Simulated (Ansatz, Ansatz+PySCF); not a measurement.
```xyz
5

O     0.0192   -0.0054    0.0357
O    -0.6790    0.9208    0.0522
O     3.3588    0.0938    0.3096
H     3.6778    0.8534    0.7811
H     4.1173   -0.3647    0.0588
```

Basis set: def2-SVP (spherical functions). Correlated methods keep 3 orbitals frozen. Charge 0, multiplicity 3.

Computed with Ansatz (development build ahead of 0.2.0); each method stands on the lowest determinant of its kind that the runs found.

Question: Give the atomization energy at this shape (free ground-state atoms in the same class of orbitals less the molecule, no zero-point energy) of triplet H₂O₃ by PBE0 (unrestricted), UHF-MP2, UHF.

Answer:

```
             method  atomization energy
PBE0 (unrestricted)       1444.6 kJ/mol
            UHF-MP2       1383.3 kJ/mol
                UHF        782.2 kJ/mol
```
